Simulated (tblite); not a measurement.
[C12H25O4S]+ at step 0 of a GFN2-xTB optimisation (tblite, gas phase), coordinates in Å:

```
  1 C     2.7190   -0.4758   -2.0305
  2 C     3.5060   -1.1272   -0.9132
  3 C     2.9959   -0.7519    0.4898
  4 C     1.4743   -0.4629    0.5302
  5 O     1.2673    0.9450    0.3636
  6 C     1.3472    1.6847    1.5848
  7 C    -0.0320    1.8600    2.2183
  8 S    -0.9201    3.2687    1.4663
  9 C    -2.6459    2.7678    1.8166
 10 C    -3.2038    1.8553    0.7269
 11 O    -2.8034    0.5013    0.9517
 12 C    -2.8194   -0.2802   -0.2495
 13 C    -1.4417   -0.2580   -0.9148
 14 O    -0.6512   -1.3255   -0.3877
 15 C     0.7604   -1.2535   -0.5806
 16 C     1.2228   -0.8308   -1.9763
 17 O    -1.5711   -3.1818   -0.9539
 18 H     2.8248    0.6116   -1.9540
 19 H     3.1287   -0.7569   -2.9999
 20 H     4.5713   -0.8588   -0.9845
 21 H     3.4591   -2.2161   -1.0232
 22 H     3.2252   -1.5748    1.1701
 23 H     3.5571    0.1259    0.8509
 24 H     1.0556   -0.7743    1.5045
 25 H     2.0180    1.1781    2.2942
 26 H     1.8076    2.6520    1.3673
 27 H    -0.6126    0.9423    2.1179
 28 H     0.0776    2.0896    3.2867
 29 H    -2.7046    2.3076    2.8051
 30 H    -3.2332    3.6947    1.8396
 31 H    -2.8943    2.2066   -0.2707
 32 H    -4.2981    1.8756    0.7651
 33 H    -3.5909    0.0982   -0.9316
 34 H    -3.0841   -1.3018    0.0396
 35 H    -1.5640   -0.4467   -1.9937
 36 H    -0.9483    0.7085   -0.7731
 37 H     1.0735   -2.3040   -0.4549
 38 H     1.0173   -1.6508   -2.6818
 39 H     0.6578    0.0176   -2.3681
 40 H    -2.0706   -3.9941   -1.2285
 41 H    -2.0447   -2.3623   -1.2333
 42 H    -0.6322   -3.2028   -1.2838
```

The bonding changed from the starting structure during the optimisation; the coordinates given are those used.

Question: What are the forces on the atoms (eV/Å)?

Answer: 
```
  1 C    -0.14    0.55    0.08
  2 C     0.38   -0.38    0.26
  3 C     0.19   -0.09   -0.01
  4 C     0.39    0.73    0.06
  5 O    -0.13   -0.17    0.34
  6 C     0.06   -0.34   -0.21
  7 C     0.29    0.01    0.44
  8 S    -0.23   -0.18   -0.02
  9 C    -0.15    0.22   -0.13
 10 C    -0.05   -0.16    0.25
 11 O    -0.07   -0.26   -0.93
 12 C     0.03    0.67    0.89
 13 C     0.12   -0.05   -0.30
 14 O     0.52    1.22    0.10
 15 C     0.57    0.02    0.15
 16 C    -0.17   -0.03   -0.66
 17 O    -0.60   -1.89   -0.81
 18 H    -0.04   -0.12    0.13
 19 H    -0.01   -0.10    0.01
 20 H    -0.36   -0.01   -0.05
 21 H    -0.03    0.02   -0.06
 22 H    -0.01    0.03    0.03
 23 H    -0.44   -0.20   -0.14
 24 H     0.03    0.00   -0.24
 25 H    -0.11   -0.05   -0.07
 26 H    -0.19    0.01   -0.21
 27 H    -0.11    0.14   -0.15
 28 H     0.01   -0.04   -0.18
 29 H     0.10   -0.06   -0.20
 30 H     0.20   -0.18   -0.08
 31 H     0.12   -0.04    0.28
 32 H    -0.20    0.10    0.00
 33 H     0.08    0.02    0.01
 34 H    -0.04    0.00    0.23
 35 H    -0.03    0.24   -0.18
 36 H    -0.05   -0.06    0.11
 37 H     0.04    0.06    0.26
 38 H     0.08   -0.05    0.12
 39 H     0.06    0.07    0.31
 40 H     0.11   -0.01    0.11
 41 H     0.18    0.14    0.16
 42 H    -0.39    0.21    0.26
```
